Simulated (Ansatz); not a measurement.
**Ligand exchange: GeH2(CH3)2 + B(SH)3 → GeH2(CH3)(SH) + B(CH3)(SH)2**

Species: GeH2(CH3)2, singlet; B(SH)3, singlet; GeH2(CH3)(SH), singlet; B(CH3)(SH)2, singlet. The partners trade CH3 for SH: Ge–CH3 and B–SH bonds give way to Ge–SH and B–CH3.

Shapes, held fixed at every level: PBE0-D4/def2-TZVP. Flexible molecules stand in one conformer, not always the lowest. Programs: Ansatz 0.2.0. Electronic energies: no zero-point or thermal term.

```tsv
level	kind	ΔE (kJ/mol)	less CCSD(T)/def2-TZVPP	CPU time (sum over the molecules)
HF/def2-TZVPP	Hartree–Fock	-23.7	-15.0	–
r2SCAN-D4/def2-TZVPP	meta-GGA	-12.3	-3.6	49 s
B3LYP-D4/def2-TZVPP	global hybrid	-13.4	-4.7	63 s
PBE0-D4/def2-TZVPP	global hybrid	-12.6	-3.9	32 s
wB97M-V/def2-TZVPP	range-separated hybrid	-13.6	-4.9	2.1 min
MP2/def2-TZVPP	perturbation theory	-5.6	+3.1	–
CCSD(T)/def2-TZVPP	coupled cluster or CI	-8.7	0.0	2.7 min
```

The highest level, CCSD(T)/def2-TZVPP, gives ΔE = -8.7 kJ/mol; the levels span -23.7 to -5.6. The column of differences is taken from that level and isn't an error. No measured value is set beside it here. Relativity is left out for Ge. Outer-core shells of Ge are correlated in most correlated rows, in sets that cover them unevenly. Times are processor times on shared x86 and Arm servers, and rough.
